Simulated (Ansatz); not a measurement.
Mulliken charges of `OC(=[Se])O[SiH3]` from ωB97M-V/def2-TZVPP in Ansatz (PBE0-D4/def2-TZVP geometry).

```tsv
atom	x (Å)	y (Å)	z (Å)	charge (e)
O1	-2.010	1.071	0.378	-0.193
C2	-0.775	0.617	0.454	0.244
Se3	0.373	1.026	1.779	-0.284
O4	-0.508	-0.160	-0.556	-0.279
Si5	1.016	-0.900	-0.733	0.276
H6	-2.152	1.638	1.148	0.222
H7	2.063	0.129	-0.892	0.013
H8	0.814	-1.651	-1.992	-0.012
H9	1.268	-1.817	0.397	0.013
```

Q: By hand: the dipole of these point charges (1 e Å = 4.8032 D).

A: Σ q r = (0.071, -0.190, -0.242) e Å, of length 0.316 e Å = 1.52 D.

Q: How does the dipole of the full density compare? (Best estimate.)

A: The calculation gave: (-0.094, -0.066, -0.158) e Å, 0.94 D; the point charges give 1.62 times that, at 44° from its direction.

Point charges leave out the atoms' own dipoles, such as those of lone pairs, and Mulliken's split depends on the basis, so the two needn't agree.
